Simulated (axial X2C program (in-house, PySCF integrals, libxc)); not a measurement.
**Low determinants of AlSn at the PBE0 level, two-component**

All values were computed with an in-house relativistic program for diatomic molecules. Two-component (2c) means X2C with spin–orbit coupling and atomic mean-field two-electron Coulomb and Gaunt terms. Basis: Sn dyall-cv3z [11s12p9d4f1g], Al dyall-v3z [8s8p2d1f] (cores contracted in-house); Gaussian nuclei, density fitting, unrestricted open shells. Masses: Sn 119.902 u, Al 26.982 u.

Search at 2.660 Å (vertical energies from the lowest determinant):

```
ΔE (eV)    state  electrons beyond evenly filled partner blocks  electrons in ±ω = 1/2, 3/2, 5/2, 7/2
   0.00  Ω = 3/2                                        ω = 3/2                             42 17 4 0
   0.32  Ω = 1/2                          2 × ω = -1/2, ω = 3/2                             42 17 4 0
   0.51  Ω = 1/2                                        ω = 1/2                             43 16 4 0
   0.73  Ω = 5/2                           2 × ω = 1/2, ω = 3/2                             42 17 4 0
   0.90  Ω = 1/2                                        ω = 1/2                             41 18 4 0
   2.22  Ω = 5/2                          ω = -1/2, 2 × ω = 3/2                             41 18 4 0
   2.38  Ω = 7/2                           ω = 1/2, 2 × ω = 3/2                             41 18 4 0
```

Lowest determinant, Ω = 3/2 (⟨Sz⟩ = 1.48, ⟨Lz⟩ = 0.02 at PBE0): Re = 2.660 Å, ωe = 262.3 cm⁻¹.

The determinant in row 2 of the search, Ω = 1/2 (⟨Sz⟩ = 0.50, ⟨Lz⟩ = 0.00 at PBE0), was followed along the bond at PBE0; measured from the minimum of the lowest determinant it gives:

Te = 0.314 eV (2536 cm⁻¹), Re = 2.640 Å, ωe = 272.7 cm⁻¹.

(1) Compare the bond of the determinant in row 2 with that of the lowest one.

The search compares states at one distance, so a state with another bond length can lie lower; it is not exhaustive and yields mostly the lowest determinant of each block pattern, so other components and higher states of one pattern are missing. These are energies of single determinants, not of spin-adapted states; PBE0 term energies can be off by some tenths of an eV, and the functional has no current term. The lowest determinant need not be the ground state where others lie within half an eV.

Answers

(1) At PBE0 its Re is 0.020 Å shorter and its force constant, which goes as ωe², is 1.08 times that of the lowest determinant. This determinant mixes spin states, so it has no term energy of its own.
